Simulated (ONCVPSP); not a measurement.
u(r) = r·R(r): atom against pseudo-atom (Fe (Z = 26))

Columns: radius, all-electron u(r) and pseudo u(r) of the 3s shell (level -95.24 eV) of iron in the configuration [Ne] 3s2 3p6 3d6 4s1 4p1; LDA (Perdew-Wang 92), scalar-relativistic, ONCV scheme, ONCVPSP 4.0.1.

```json
{"r (bohr)": "0.088", "all-electron": "-0.1281", "pseudo": "0.2389"}
{"r (bohr)": "0.175", "all-electron": "-0.6571", "pseudo": "0.4630"}
{"r (bohr)": "0.262", "all-electron": "-0.4083", "pseudo": "0.6640"}
{"r (bohr)": "0.350", "all-electron": "0.1434", "pseudo": "0.8345"}
{"r (bohr)": "0.438", "all-electron": "0.6552", "pseudo": "0.9654"}
{"r (bohr)": "0.525", "all-electron": "1.0023", "pseudo": "1.0525"}
{"r (bohr)": "0.612", "all-electron": "1.1853", "pseudo": "1.0970"}
{"r (bohr)": "0.700", "all-electron": "1.2380", "pseudo": "1.1010"}
{"r (bohr)": "0.788", "all-electron": "1.2014", "pseudo": "1.0690"}
{"r (bohr)": "0.875", "all-electron": "1.1130", "pseudo": "1.0088"}
{"r (bohr)": "0.962", "all-electron": "0.9988", "pseudo": "0.9277"}
{"r (bohr)": "1.050", "all-electron": "0.8746", "pseudo": "0.8325"}
{"r (bohr)": "1.138", "all-electron": "0.7528", "pseudo": "0.7314"}
{"r (bohr)": "1.225", "all-electron": "0.6407", "pseudo": "0.6317"}
{"r (bohr)": "1.312", "all-electron": "0.5399", "pseudo": "0.5370"}
{"r (bohr)": "1.400", "all-electron": "0.4503", "pseudo": "0.4498"}
{"r (bohr)": "1.487", "all-electron": "0.3740", "pseudo": "0.3739"}
{"r (bohr)": "1.575", "all-electron": "0.3083", "pseudo": "0.3082"}
{"r (bohr)": "1.662", "all-electron": "0.2536", "pseudo": "0.2536"}
{"r (bohr)": "1.750", "all-electron": "0.2073", "pseudo": "0.2073"}
{"r (bohr)": "1.838", "all-electron": "0.1690", "pseudo": "0.1690"}
{"r (bohr)": "1.925", "all-electron": "0.1377", "pseudo": "0.1377"}
{"r (bohr)": "2.012", "all-electron": "0.1120", "pseudo": "0.1119"}
{"r (bohr)": "2.100", "all-electron": "0.0906", "pseudo": "0.0906"}
{"r (bohr)": "2.188", "all-electron": "0.0732", "pseudo": "0.0732"}
{"r (bohr)": "2.275", "all-electron": "0.0593", "pseudo": "0.0592"}
```

(1) How many radial nodes do the two functions have?

(2) At about which radius was the pseudo-wave matched?

(3) Where does each function peak?

(4) Is the pseudo-wave norm-conserving?

Results:

(1) The all-electron 3s function has n − l − 1 = 2 (the table is too coarse to show those close to the nucleus); the pseudo-wave has 0, since the states of the same l below it are removed with the core.

(2) 1.55 bohr, where the columns begin to agree (steps of 0.09 bohr).

(3) Outermost all-electron maximum near 0.70 bohr, pseudo maximum near 0.70 bohr (to the table’s step).

(4) Yes: the ONCV scheme keeps the norm inside the radius equal to the all-electron one, which fixes the energy derivative of the logarithmic derivative at the level.
